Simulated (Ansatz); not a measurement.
Process, species as SMILES: O=BF → F atom + [B]=O (B-O)
B3LYP-D3(BJ)/def2-TZVP geometries, fixed; electronic energies without zero-point terms.
Largest species:
```xyz
3

F      0.0000     0.0000    -1.1989
B      0.0000     0.0000     0.0871
O      0.0000     0.0000     1.2943
```
Charge 0, spin multiplicity 1.

Effect of a fitting basis named in the input at wB97M-V/def2-TZVPP with Ansatz (a program for electronic structure), against the last row, where the bond dissociation energy is 164.84 kcal/mol. Open shells are unrestricted. The default fits or decomposes integrals by the program's own choice; accuracy: high also tightens integrals, grids and stops.

```tsv
setting	largest shift of a total energy (mEh)	shift of the bond dissociation energy (kcal/mol)
fitting: def2-SV(P)-JKFIT	-0.022	-0.001
fitting: def2-universal-JKFIT	-0.022	-0.001
fitting: cc-pVTZ-JKFIT	0.010	-0.003
fitting: cc-pVQZ-JKFIT	-0.004	-0.001
fitting: cc-pV5Z-JKFIT	-0.006	0.000
accuracy: high	-0.004	0.000
accuracy: medium (default)	0.000	0.000
```

Within 0.02 kcal/mol in the bond dissociation energy: fitting: def2-SV(P)-JKFIT; fitting: def2-universal-JKFIT; fitting: cc-pVTZ-JKFIT; fitting: cc-pVQZ-JKFIT; fitting: cc-pV5Z-JKFIT; accuracy: high. The largest shift is 0.022 mEh in a total energy and 0.003 kcal/mol in the difference.
